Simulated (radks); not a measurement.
Initial-state core-level shifts of the niobium ion Nb+ when its valence configuration changes from [Kr] 4d4. Calculated with a radial shooting solver on a logarithmic mesh with Libxc functionals: Dirac Kohn-Sham, PBE, spin-unpolarised, spherical densities, finite nucleus; open shells fill j = l - 1/2 first; Fermi nuclear charge, rms radius 4.324 fm. Shifts are changes of the shell-averaged eigenvalues in eV (positive: less bound); the change of the density at the nucleus, which sets a Mossbauer isomer shift, is in e/bohr^3, on a base of 8.249e+04.

valence               1s       3p       3d       4p  density at nucleus
4d3 5p1           -4.230   -4.391   -4.406   -3.980              +1.854
4d3 5s1           -3.094   -3.263   -3.281   -2.863             +14.491
4d2 5s1 5p1       -7.845   -8.191   -8.231   -7.163             +18.902
4d2 5s2           -6.708   -7.056   -7.097   -6.064             +32.477
5s2 5p2          -17.425  -18.143  -18.252  -15.133             +48.124
4d1 5s2 5p1      -11.902  -12.433  -12.504  -10.572             +39.751
4d2 5p2           -8.946   -9.290   -9.329   -8.223              +4.632
4d1.5 5s1.5 5p1   -9.822  -10.260  -10.315   -8.844             +28.826
4d3.5 5s0.5       -1.477   -1.560   -1.568   -1.382              +6.837
